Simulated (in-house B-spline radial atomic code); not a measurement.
# The samarium ion Sm²⁺: [Xe] 4f6

Level of theory: Dirac-Kohn-Sham PBEsol, spherical fractional occupations, Fermi nucleus of rms radius 5.0819 fm; calculated with a radial B-spline atomic code at the basis-set limit.

Screening seen three ways: the hydrogenic charge with the same mean radius, Z_r = [3n² - l(l+1)]/(2<r>), the one with the same energy, Z_e = n√(-2ε), and Slater's rules. Values are occupation-weighted means over j. An effective charge above Z reflects the relativistic contraction of the inner shells.

```tsv
shell	electrons	ε (eV)	<r> (bohr)	Z_r	Z_e	Slater
1s	2	-46620	0.02275	65.93	58.54	61.70
2s	2	-7626.1	0.09652	62.16	47.35	57.85
2p	6	-6828.9	0.08516	58.71	44.81	57.85
3s	2	-1680.9	0.2547	53.01	33.34	50.75
3p	6	-1429.1	0.2528	49.45	30.75	50.75
3d	10	-1076.5	0.231	45.45	26.69	40.85
4s	2	-344.32	0.5793	41.43	20.12	34.25
4p	6	-261.09	0.6128	37.53	17.52	34.25
4d	10	-141.68	0.6714	31.28	12.91	22.85
5s	2	-56.596	1.408	26.63	10.20	11.15
5p	6	-36.662	1.645	22.19	8.21	11.15
4f	6	-15.718	0.9925	18.14	4.30	14.25
```

The least bound orbital is 4f7/2 at -15.48 eV, while the most diffuse is 5p3/2 (<r> = 1.675 bohr against 0.9995 bohr): energy order and size order differ.

Spin-orbit splittings of the orbital energies (j = l + 1/2 above j = l - 1/2 when positive): 2p 602.4 eV, 3p 122 eV, 3d 26.5 eV, 4p 26.82 eV, 4d 4.79 eV, 5p 3.584 eV, 4f 0.5455 eV.

For the 1s electron the small component carries 5.31 % of the norm, the zero-frequency Breit interaction raises the level by 136 eV, self-energy by 80.75 eV, and vacuum polarisation lowers it by 12.77 eV.
